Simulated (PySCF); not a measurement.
SMILES [CH3][Ge]([CH3])([CH3])[SiH2]F (C3H11FGeSi), GFN2-xTB optimised geometry.

```
17

Si    -1.23    -1.92     1.82
F     -1.15    -0.97     3.12
Ge    -0.35    -0.71     0.00
C     -0.94    -1.52    -1.72
C     -0.95     1.18     0.00
C      1.64    -0.71     0.00
H     -2.64    -2.25     1.74
H     -0.45    -3.09     2.23
H     -0.60    -2.55    -1.80
H     -0.53    -0.97    -2.56
H     -2.02    -1.52    -1.81
H     -0.51     1.73    -0.83
H     -0.65     1.68     0.92
H     -2.03     1.25    -0.09
H      2.03    -1.73    -0.06
H      2.02    -0.16    -0.85
H      2.03    -0.26     0.90
```

Density from B3LYP/def2-SVP run with PySCF 2.14.0 at that geometry.

Minimum of the electron density along straight lines between bonded atoms, close to the bond critical point (lines longer than 1.1 times the sum of covalent radii, or with two minima, are not listed):

```csv
bond,length / Å,ρ at the minimum / e bohr⁻³,∇²ρ there / e bohr⁻⁵,position (fraction from the first atom)
Si1–F2,1.614,0.117,1.06,0.42
Ge3–C4,1.988,0.121,…,0.47
Ge3–C5,1.990,0.121,0.04,0.47
Ge3–C6,1.990,0.121,0.04,0.47
Si1–H7,1.459,0.119,0.34,0.49
Si1–H8,1.459,0.119,0.34,0.49
C4–H9,1.087,0.273,-0.98,0.62
C4–H10,1.087,0.273,-0.98,0.63
C4–H11,1.087,0.273,-0.98,0.62
C5–H12,1.087,0.273,-0.98,0.63
C5–H13,1.087,0.274,-0.99,0.63
C5–H14,1.087,0.274,-0.99,0.63
C6–H15,1.087,0.273,-0.98,0.62
C6–H16,1.087,0.273,-0.98,0.63
C6–H17,1.087,0.274,-0.99,0.63
```

Q: What belongs in the gaps?

A: 
- Ge3–C4, ∇²ρ there / e bohr⁻⁵: 0.05
